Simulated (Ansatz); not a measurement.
Saddle point of SnSiH$_{8}$O, singlet (SnH₄O ([OH][SnH3]) + SiH₄ → SnSiH₆ ([SiH3][SnH3]) + H₂O; bonds formed: Sn1–Si7, O2–H6; bonds broken: Sn1–O2, H6–Si7), PBE0-D4/def2-TZVP structure:

Sn1  (-0.787, -1.213, -0.535)
O2  (1.321, -1.128, -0.187)
H3  (-0.720, -2.921, -0.662)
H4  (-1.811, -0.798, 0.757)
H5  (-1.091, -0.502, -2.041)
H6  (1.121, -0.047, 0.131)
Si7  (0.202, 1.658, 0.412)
H8  (1.697, -1.687, 0.508)
H9  (1.205, 2.697, 0.017)
H10  (-1.070, 2.070, -0.271)
H11  (-0.066, 1.871, 1.871)
(Å)

Energies are electronic, without zero-point energy. Barriers and step energies count from the start structure reached by relaxing down the imaginary mode; all methods use the PBE0-D4 structures, on which another method's saddle can fall below an end. Computed with Ansatz 0.2.0 (basis: def2-TZVPP, with def2-QZVPP for the basis limit); correlated methods freeze the cores. Filled d shells of the heavier atoms are correlated. Core potentials replace the inner electrons of the atoms past krypton. The def2 sets are not built for correlating such inner shells, so the correlated values are less sure here. B3LYP uses VWN-RPA correlation. Extrapolation: Hartree–Fock as exp(−7.88 √X), correlation as X^−2.97.

| method | barrier (kJ/mol) | step energy (kJ/mol) |
| --- | --- | --- |
| SPW92 | ? | -43.7 |
| PBE-D4 | 122.9 | -32.9 |
| BLYP-D4 | 146.0 | -17.5 |
| r2SCAN-D4 | 144.9 | -25.4 |
| B97M-V | 156.6 | -19.0 |
| PBE0-D4 | 142.5 | -35.2 |
| B3LYP-D4 | 160.0 | -20.9 |
| r2SCAN0-D4 | ? | -30.2 |
| BHLYP-D4 | 182.5 | -21.6 |
| CAM-B3LYP-D4 | 171.1 | -17.3 |
| wB97X-V | ? | -20.0 |
| wB97M-V | 164.1 | -24.5 |
| B2PLYP | 172.1 | -16.7 |
| PBE-QIDH | 163.9 | -29.6 |
| RPA on PBE | 177.0 | -14.3 |
| HF | 239.7 | -6.3 |
| MP2 | 173.7 | -21.9 |
| CCSD | 185.0 | -21.7 |
| CCSD(T) | 172.9 | -22.3 |

(1) Fill in the withheld barriers. (To be estimated.)

T1 diagnostic: at most 0.015.

Results:

(1) Computed: wB97X-V 172.9; SPW92 91.7; r2SCAN0-D4 156.4 kJ/mol. Each is the energy of the saddle less that of the start structure, by the same method.

For comparison, the barrier by CCSD(T) at an estimated basis limit (MP2 extrapolated from triple and quadruple zeta, plus CCSD(T) − MP2 in triple zeta) is 169.4 kJ/mol.

Labels in which every atom is bracketed show which atoms are joined, not bond orders.

For scale, one of the runs: CCSD(T)/def2-TZVPP, 235 basis functions, launched by `ansatz run in.yaml --threads 4 --pin off --events-out ev --progress --plain --max-ram 9574MiB`. The run took 2 min on 4 CPU threads of an AMD EPYC 7R43 (shared host), with 4.5 GiB of host memory at its peak.
